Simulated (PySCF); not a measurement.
Species: C₄H₁₁N₂OSi (doublet state).
Structure used (GFN2-xTB), in Å, numbered top down from 1:
```xyz
19
C4H11N2OSi angstrom
C      3.460   -0.132    0.921
C      2.257   -0.738    0.243
O      2.277   -1.790   -0.372
N      1.097   -0.064    0.319
Si    -0.199   -0.866   -0.568
N     -1.563    0.176   -0.295
C     -2.655    0.156   -1.228
C     -1.985    0.587    1.020
H      4.280   -0.846    0.915
H      3.767    0.764    0.383
H      3.220    0.142    1.946
H      1.061    0.819    0.805
H      0.107   -0.773   -1.993
H     -3.102    1.152   -1.293
H     -2.296   -0.133   -2.210
H     -3.438   -0.549   -0.923
H     -2.795   -0.047    1.400
H     -1.151    0.533    1.714
H     -2.352    1.618    0.986
```

The hyperfine couplings belong to this conformer and change with its torsions.

As a line formula: `CC(N[SiH]N(C)C)=O` [radical].

Theory: UKS B3LYP, pcH-1 on C H N O Si, non-relativistic, mean-field spin-orbit, GIAO (PySCF). Geometry: GFN2-xTB, one conformer, isolated molecule. A GFN2-xTB geometry isn't a minimum of the functional, and hyperfine couplings can be far from their values at a DFT geometry, by a factor of two or more for some ions and for spin on atoms past the first row. No stability test was run, so a lower SCF solution isn't excluded.

Principal values of hyperfine tensors in MHz (contact, dipolar and spin–orbit terms together), for some of the nuclei:

```tsv
atom	isotope	A1	A2	A3
Si5	29Si	-809.25	-619.38	-616.69
H13	1H	134.37	138.49	146.90
H14	1H	13.63	14.00	19.33
H17	1H	10.78	11.97	17.56
H19	1H	10.99	11.52	16.76
N4	14N	9.99	10.20	17.16
N6	14N	0.99	1.02	33.60
H16	1H	7.45	8.47	14.16
```

Task: Give the isotropic coupling of each nucleus in MHz and in mT (g = 2.0022), and the anisotropic part.

Result: a_iso is a third of the trace, T = A − a_iso, and a(mT) = a(MHz)/(g × 13.996). The tensors hold a spin–orbit part: the run splits a_iso into a_FC + a_SO, and T includes its anisotropic share.

| atom | a_iso (MHz) | a_FC | a_SO | a_iso (mT) | T1 | T2 | T3 |
| --- | --- | --- | --- | --- | --- | --- | --- |
| Si5 | -681.77 | -682.64 | 0.87 | -24.329 | -127.48 | 62.39 | 65.09 |
| H13 | 139.92 | 139.92 | 0.00 | 4.993 | -5.55 | -1.43 | 6.98 |
| H14 | 15.65 | 15.65 | 0.00 | 0.559 | -2.02 | -1.66 | 3.68 |
| H17 | 13.44 | 13.44 | 0.00 | 0.480 | -2.66 | -1.47 | 4.12 |
| H19 | 13.09 | 13.09 | 0.00 | 0.467 | -2.10 | -1.57 | 3.67 |
| N4 | 12.45 | 12.45 | 0.00 | 0.444 | -2.46 | -2.25 | 4.71 |
| N6 | 11.87 | 11.85 | 0.01 | 0.424 | -10.88 | -10.85 | 21.73 |
| H16 | 10.03 | 10.02 | 0.00 | 0.358 | -2.57 | -1.56 | 4.13 |

Task: What spin density at the nucleus of H17 lies behind its contact coupling (g_N = 5.58569)?

Result: a_FC = 800.24 MHz bohr³ × g_N × ρ(0)/(2S). With a_FC = 13.44 MHz and 2S = 1, ρ(0) = 0.003007 bohr⁻³. In magnitude that is 0.9 % of the 1/π = 0.318 of a free hydrogen atom.

Task: O3 (17O, g_N = -0.75752) isn't in the table. Its spin density at the nucleus is 0.01709 bohr⁻³. What is its contact coupling?

Result: By the same relation, a_FC = -10.36 MHz. Its full tensor has the principal values -21.52, -5.57, -3.93 MHz.

Task: Name the largest traceless tensor T of the table and describe it.

Result: Si5: -127.5, 62.4, 65.1 MHz (the dipolar term alone has -126.6, 62.1, 64.5), nearly axial, close to the ratio +1:+1:−2, the form that spin in one p orbital centred on that nucleus gives (the nuclear moment is negative).

Task: In a single crystal, with the field along each principal axis of the tensor of H13 in turn, what first-order splitting does this nucleus give (isotropic g, quadrupole terms neglected)?

Result: 2 lines (I = 1/2), spaced by |A_i|/(g × 13.996): 4.79, 4.94, 5.24 mT along the axes of A1, A2 and A3.
